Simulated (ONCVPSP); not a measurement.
# Zr: variants of one ONCV potential

Base potential:

Zr (Z = 40), optimised norm-conserving Vanderbilt (ONCV), made with ONCVPSP 4.0.1 (PBE, fully relativistic). Core [Ar] 3d10, reference 4s2 4p6 4d2 5s1.5 (charge +0.5). Waves: 4s+5s: rc 2.35 bohr, ncon 3, nbas 6, qcut 6.1 1/bohr, 2 projectors; 4p: rc 1.35 bohr, ncon 5, nbas 9, qcut 6.7 1/bohr, 2 projectors, debl 1.5 Ha; 4d: rc 3.10 bohr, ncon 3, nbas 7, qcut 4.9 1/bohr, 2 projectors, debl 1.8 Ha. Local part: polynomial inside 1.25 bohr (lpopt 5, dvloc0 3 Ha). Core correction: Teter function, fcfact 4.25, rcfact 1.1.

Open shells are filled in proportion to 2j + 1.

All-electron outer shells of the reference configuration (PBE, scalar-relativistic, ld1.x):

```csv
shell,level (eV),outermost node (bohr),outermost maximum (bohr)
3d,-177.89,–,0.35
4s,-57.69,0.55,1.08
4p,-35.65,0.56,1.17
5s,-7.11,1.46,3.08
4d,-6.66,0.58,1.59
```

Cutoffs, loose and tight: the cutoffs (Ha) at which the residual kinetic energy of the hardest occupied pseudo-wave falls to 1 and 0.1 mHa per electron. They do not see the model core or the augmentation charge, which bear on the density cutoff. Test errors are all-electron minus pseudo excitation energies from the reference, over the configurations 4s2 4p6 4d2 5s2; 4s2 4p6 4d2 5s1; 4s2 4p6 4d2 5s0; 4s2 4p6 4d1 5s2. A dash means not determined; rows that change the core or the reference have their own tests.

A true bound ghost makes a file unfit for plane-wave use even where its test errors are small: the radial tests pick states by their node count and pass the ghost by.

| change | outcome | cutoff, loose | cutoff, tight | bound ghosts | GHOST(+) flags above zero | largest test error (meV) |
| --- | --- | --- | --- | --- | --- | --- |
| base | generated | 33 Ha | 121 Ha | none | d5/2 | +58 |
| all radii but the core radius scaled by about 1.10 (s 2.58, p 1.48, d 3.40 bohr); local potential polynomial inside 1.38 bohr (lpopt 5, dvloc0 3 Ha) | generated | 23 Ha | 100 Ha | d5/2, d3/2 | none | +77 |
| all radii but the core radius scaled by about 1.19 (s 2.78, p 1.60, d 3.68 bohr); local potential polynomial inside 1.48 bohr (lpopt 5, dvloc0 3 Ha) | generated | 20 Ha | 62 Ha | none | none | +99 |
| all radii but the core radius scaled by about 1.32 (s 3.10, p 1.78, d 4.08 bohr); local potential polynomial inside 1.64 bohr (lpopt 5, dvloc0 3 Ha) | generated | 17 Ha | 22 Ha | none | none | +138 |

Task: What comes out with this change to the base: all radii but the core radius scaled by about 0.91 (s 2.14, p 1.22, d 2.82 bohr); local potential polynomial inside 1.14 bohr (lpopt 5, dvloc0 3 Ha)?

Result: outcome: generated; cutoff, loose: 28 Ha; cutoff, tight: 90 Ha; bound ghosts: none; GHOST(+) flags above zero: none; largest test error (meV): +40.

Task: What comes out with this change to the base: all radii but the core radius scaled by about 0.78 (s 1.84, p 1.06, d 2.42 bohr); local potential polynomial inside 0.98 bohr (lpopt 5, dvloc0 3 Ha)?

Result: outcome: generated; cutoff, loose: 203 Ha; cutoff, tight: 237 Ha; bound ghosts: p3/2, p1/2; GHOST(+) flags above zero: s; largest test error (meV): +19.

Reading the sweep of the scale of all radii but the core radius (base = 1) (base included, trends over the rows without a ghost): The loose cutoff is not monotonic: lowest 17 Ha at 1.32, highest 33 Ha at 1. The median size of the test errors (rows with all tests solved) rises from 4.8 meV at 0.91 to 20.7 meV at 1.32. More of the atom is replaced by a form fitted at one configuration, so other configurations suffer as the radius grows. Bound ghosts are found at 0.78, 1.1.
